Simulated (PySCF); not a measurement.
Calculated NMR parameters of 3,4-difluorobenzonitrile

```
Formula                               : C7H3F2N
SMILES                                : N#Cc1ccc(F)c(F)c1
InChI                                 : InChI=1S/C7H3F2N/c8-6-2-1-5(4-10)3-7(6)9/h1-3H
Point group of the computed structure : Cs
Degrees of unsaturation               : 6
Carbon signals                        : 7
Proton signals                        : 3
```

Numbering as in the mapped SMILES `[N:1]#[C:2][c:3]1[cH:4][cH:5][c:6]([F:7])[c:8]([F:9])[cH:10]1`. Hydrogens are named by the atom that carries them.

- σ from GIAO-PBE0/pcSseg-1
- geometry: GFN2-xTB
- program: PySCF
- in vacuum, one computed conformer, relativity neglected

Referencing at the same level of theory: ¹H (31.72 ppm), ¹³C (186.93 ppm) against TMS; ¹⁹F (170.95 ppm) vs CFCl3; ¹⁵N (267.73 ppm) against NH3.

```tsv
carbon	δC, type	δH (multiplicity)	HMBC from (2–3 bonds)	span of the C tensor (ppm)
C2	122.8, C	–	H(C10), H(C4)	351
C3	114.0, C	–	H(C10), H(C4), H(C5)	195
C4	136.4, CH	7.72 (m)	H(C10), H(C5)	225
C5	125.6, CH	7.58 (m)	H(C4)	190
C6	163.4, C	–	H(C10), H(C4), H(C5)	131
C8	160.5, C	–	H(C10), H(C5)	128
C10	130.4, CH	7.82 (m)	H(C4)	190
```

Other nuclei:
```csv
atoms,nucleus,environment,δ (ppm),σ (ppm)
F7,¹⁹F,aryl fluorine,-131.7,302.6
F9,¹⁹F,aryl fluorine,-139.9,310.9
N1,¹⁵N,nitrile nitrogen,318.0,-50.2
```

Carbon types of the structure: 4 × C, 3 × CH, which accounts for all hydrogens. δC 163.4, 160.5: aromatic carbon bearing fluorine; σ withdrawal by the attached heteroatom moves it downfield of the ring CH carbons. δC 136.4, 130.4, 125.6: aromatic CH. δC 122.8: nitrile carbon; this is the usual window of a C≡N carbon, which has no attached hydrogen. δC 114.0: substituted aromatic carbon. δH 7.82, 7.72, 7.58: hydrogen on an aromatic CH; ring-current deshielding.

Splittings by ¹⁹F in the carbon and heteronuclear signals aren't shown, as no couplings were computed. Shifts are as computed. Against solution values, carbons near 30 ppm lie about +3 ppm off and those near 130 ppm about +5 ppm. Of 1211 compounds with measured shifts, 218 miss one by over three times the rms of a fit or turn the order of signals round; such compounds aren't used in these exercises. Unscaled 19F shifts against computed CFCl3 carry errors that often reach 10 to 50 ppm. Experimental scales use liquid or dissolved standards, which lie at an offset from isolated NH3 (liquid NH3: subtract about 20 ppm). Unscaled 15N shifts of sp2 nitrogen come out 20 to 40 ppm too high even then. No couplings were computed; multiplicities are counted from neighbouring protons, with m where these are inequivalent, close in shift, in a saturated or five-membered ring or joined by F or P, and br s for small geminal =CH2 splittings.
